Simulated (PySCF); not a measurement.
Relaxation of quartet RuOI

Method: UPBE0/[Ru def2-SVP with ECP28, O def2-SVP, I def2-SVP with ECP28], scalar-relativistic core potentials, density fitting, no spin–orbit coupling, PySCF. A (50,194) grid was used.

A hand-made bent start, of Cs symmetry, held to at least that symmetry:

```xyz
3
charge 0 multiplicity 4, angstrom
Ru   -1.0041    0.0000   -0.8312
O    -2.4048    0.0000    0.1496
I     1.1093    0.0000    0.6486
```

Task: What forces act on the atoms at the start (eV/Å)?

Result: 
| atom | Fx | Fy | Fz |
| --- | --- | --- | --- |
| Ru1 | -1.21 | 0.00 | 1.43 |
| O2 | 1.33 | 0.00 | -1.18 |
| I3 | -0.12 | 0.00 | -0.26 |

Task: What does it relax to?

Result: It ends at Cs with Ru–I 2.559 Å, Ru–O 1.669 Å; I–Ru–O 118.9° (after a last refinement on a finer grid). A frequency run shows a minimum. Other isomers or separated fragments may lie lower.

Task: How much energy is released, and in how many steps?

Result: 6.4 kJ/mol in 5 steps.

Other spin states or occupations of the open shell can lie lower. No spin–orbit coupling is included, which matters more the heavier the element.

The relaxation took about 29 core-seconds on a shared host.
